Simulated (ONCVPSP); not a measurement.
# Ranking ONCV potentials for Al (Z = 13)

All share these settings but for the change named:

aluminium, optimised norm-conserving Vanderbilt (ONCV), made with ONCVPSP 4.0.1 (Wu-Cohen, scalar-relativistic). Core [He], reference 2s2 2p6 3s2 (charge +1). Waves: 2s+3s: rc 1.20 bohr, ncon 4, nbas 9, qcut 12.8 1/bohr, 2 projectors; 2p: rc 0.95 bohr, ncon 3, nbas 7, qcut 11.5 1/bohr, 2 projectors, debl 2.6 Ha. Local part: polynomial inside 0.70 bohr (lpopt 5, dvloc0 0 Ha). Core correction: none.

In the p channel the program set the typed energies aside and used -2.867, 0.250 Ha.

Test errors are all-electron minus pseudo excitation energies from the reference, over 2s2 2p6 3s2 3p1; 2s2 2p6 3s1; 2s2 2p6 3s0; 2s2 2p6 3s2 3p0.5. None of these files shows a bound ghost.

The base gives 5.8 meV.

Of 9 variants that were run, those that failed, showed a ghost or another fault, or gave nearly equal values are left out.

A variant can come out equal or close to the base, since the largest error may sit in a test that the change hardly touches while other tests move.

Task: Rank these variants by their largest absolute test error, smallest first.
A. all radii scaled by about 0.91 (s 1.10, p 0.86 bohr); local potential polynomial inside 0.64 bohr (lpopt 5, dvloc0 0 Ha)
B. all radii scaled by about 1.31 (s 1.58, p 1.24 bohr); local potential polynomial inside 0.92 bohr (lpopt 5, dvloc0 0 Ha)
C. all radii scaled by about 0.85 (s 1.02, p 0.80 bohr); local potential polynomial inside 0.60 bohr (lpopt 5, dvloc0 0 Ha)
D. all radii scaled by about 0.97 (s 1.16, p 0.92 bohr); local potential polynomial inside 0.68 bohr (lpopt 5, dvloc0 0 Ha)
E. all radii scaled by about 1.08 (s 1.30, p 1.02 bohr); local potential polynomial inside 0.76 bohr (lpopt 5, dvloc0 0 Ha)

Result: C (4.0 meV), A (4.8 meV), D (5.4 meV), E (6.7 meV), B (10.2 meV).
